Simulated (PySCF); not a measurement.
Compound: C₆H₅F₂O (doublet state).
Geometry (GFN2-xTB, Å), atoms numbered from 1 in this order:
```xyz
14
C6H5F2O angstrom
O      3.5180   -1.3331   -0.7599
C      2.6054   -0.6095   -0.7105
C      1.5004    0.0631   -0.5757
F      1.4201    1.3942   -0.8568
C      0.1925   -0.5789   -0.1370
C     -0.9374   -0.2638   -1.0412
C     -1.5885    0.6343   -0.0596
F     -2.8982    0.3370    0.2646
C     -0.5412    0.2017    0.9837
H      0.3894   -1.6363    0.0577
H     -1.1319   -0.4814   -2.0713
H     -1.5878    1.7044   -0.3133
H      0.0215    1.0100    1.4423
H     -0.9630   -0.4423    1.7499
```

The hyperfine couplings belong to this conformer and change with its torsions.

As a line formula: `O=C=C(F)[C@@H]1[CH][C@@H](F)C1` [radical].

Level of theory: UKS B3LYP, pcH-1 on C F H O, non-relativistic, mean-field spin-orbit, GIAO (PySCF 2.14.0). Isolated species at its GFN2-xTB geometry (one conformer only). The geometry wasn't refined by DFT: couplings that depend on bond lengths, twists or pyramidal angles can differ widely from those at the functional's own minimum. The SCF solution wasn't tested for stability.

The Mulliken spin populations are largest on C6 (+0.98) and C5 (-0.07). No atom but C6 exceeds +0.15. The positive populations add up to 1.15 and the negative ones to -0.15, together 2S = 1. The angles at C6 add up to 359.4°, so it is planar; its axial dipolar tensor and the negative coupling of its proton fit spin in a p orbital normal to that plane.

Problem. Find Q in a(H) = Q·ρ(C) for the protons on the planar carbons that carry spin.

Solution. 
```json
{"H": "H11", "C": "C6", "ρ(C)": "+0.983", "a(H) (G)": "-20.89", "a/ρ (G)": "-21.3"}
```

One proton gives one ratio, Q = -21.3 G, and no test of linearity.

Problem. List the C–H protons on four-coordinate carbons next to a three-coordinate spin centre, with their couplings and θ (C–H bond against the normal to the plane of the centre's neighbours, projected along the bond that joins the two).

Solution. 
```
β H  on  centre  θ (°)  cos²θ   a (G)
H10  C5      C6     34   0.69  +40.18
H12  C7      C6     23   0.84  +32.95
```

Couplings in gauss use g_iso = 2.0025.
